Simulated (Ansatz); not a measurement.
Basis-set extrapolation for C2H6BClOSi, SMILES `C=C(O)B([SiH3])Cl` (PBE0-D4/def2-TZVP geometry, frozen core, the Gaussian-basis code of Ansatz). Multiplicity 1, RHF reference.

|  | def2-TZVPP | def2-QZVPP |
| --- | --- | --- |
| HF | -927.307834 | -927.337070 |
| MP2 correlation | -0.968100 | -1.042972 |
| CCSD(T) correlation | -1.071350 | not run |

Energies in hartree. Use E(X) = E(∞) + A·exp(−7.88·√X) for Hartree–Fock and E(X) = E(∞) + B·X^(−2.97) for correlation, with X = 3 and 4, and add CCSD(T) minus MP2 of the smaller set to the MP2 limit.

Problem. What is the CCSD(T) energy at the basis-set limit?

Solution. HF limit: -927.337070 + (-0.029236) × 0.13774 = -927.34110. MP2 limit: -1.042972 + (-0.074872) × 0.74074 = -1.09843. Higher-order term: -1.071350 − (-0.968100) = -0.10325. Total: -928.54278 hartree, 429.5 kJ/mol below CCSD(T)/def2-TZVPP.
